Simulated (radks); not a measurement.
Q: The mean radii <r> (bohr) of the occupied orbitals of an atom or ion are listed with their occupations. All-electron calculation, scalar-relativistic Kohn-Sham, PBE, spin-unpolarised, spherical densities, point nucleus. Program: a radial shooting solver on a logarithmic mesh with Libxc functionals.

orbital  occ.      <r>
1s          2  0.01658
2s          2  0.06991
2p          6  0.06329
3s          2   0.1806
3p          6   0.1822
3d         10   0.1650
4s          2   0.3983
4p          6   0.4240
4d         10   0.4463
5s          2   0.8852
4f         13   0.4733
5p          6    1.008
5d          8    1.316
6s          1    2.271
6p          4    3.078

Name the element and its charge.

A: Z = 80, mercury, charge 0: Hg in [Xe] 4f13 5d8 6s1 6p4. The 1s radius gives Z: for a bare nucleus <r> = (2 gamma + 1)/(2Z) with gamma = sqrt(1 - (Z/c)^2), 0.0164 bohr for Z = 80, and screening makes it slightly larger (0.01658 here). The occupations add up to 80, and the charge is Z minus that.
